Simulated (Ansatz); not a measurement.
Species: sum formula GeCl$_{2}$F, charge 0, multiplicity 2. It need not be the lowest isomer of its formula. 
Coordinates optimised at B3LYP-D3(BJ)/def2-TZVP (Ansatz, a quantum-chemistry and plane-wave program):
```
Ge
F 1 1.7444
Cl 1 2.1701 2 106.22
Cl 1 2.1701 2 106.22 3 117.89
```
Charge 0, spin multiplicity 2.

Total electronic energies in hartree. Valence correlation only, unless marked. UHF or UKS for open shells. No spin-orbit coupling. Frozen are the shells of the preceding noble gas and the d and f shells that filled before the atom's block. No relativistic terms. CBS(X,Y): correlation extrapolated as X^-3; Hartree-Fock from the larger set. The bracket is a focal-point correction in the basis named.

| level | program | energy (Eh) |
|---|---|---|
| SVWN5/def2-TZVPD | Ansatz | -3090.68968 |
| BLYP-D3(BJ)/def2-TZVPD | Ansatz + dftd3 | -3097.47918 |
| revPBE/def2-TZVPD | Ansatz | -3097.05635 |
| r2SCAN/def2-TZVPD | Ansatz | -3097.31086 |
| B97M-V/def2-TZVPD | Ansatz | (withheld) |
| PBE0/def2-SVP | Ansatz | -3096.04625 |
| PBE0-D3(BJ)/def2-TZVPD | Ansatz + dftd3 | (withheld) |
| r2SCANh-D4/def2-TZVPD | Ansatz + dftd4 | -3097.29406 |
| LC-wPBE-D4/def2-TZVPD | Ansatz + dftd4 | -3096.83477 |
| B2PLYP-D4/def2-TZVPD | Ansatz + dftd4 | -3096.70006 |
| SCS-MP2/def2-TZVPP | Ansatz | -3094.67854 |
| CCSD(T)/STO-3G | Ansatz | -3059.11331 |
| CCSD(T)/def2-TZVPP | Ansatz | -3094.75965 |
| RI-MP2/CBS(def2-TZVPP,def2-QZVPP)+[CCSD(T)-MP2]/def2-SVP | Ansatz | -3094.9317 |
| CCSD(T)/CBS(def2-TZVPP,def2-QZVPP) | Ansatz | -3094.9557 |

**Question.** Some entries are withheld; supply them.

**Answer.** 
- B97M-V/def2-TZVPD, energy (Eh): -3096.75241
- PBE0-D3(BJ)/def2-TZVPD, energy (Eh): -3096.76197
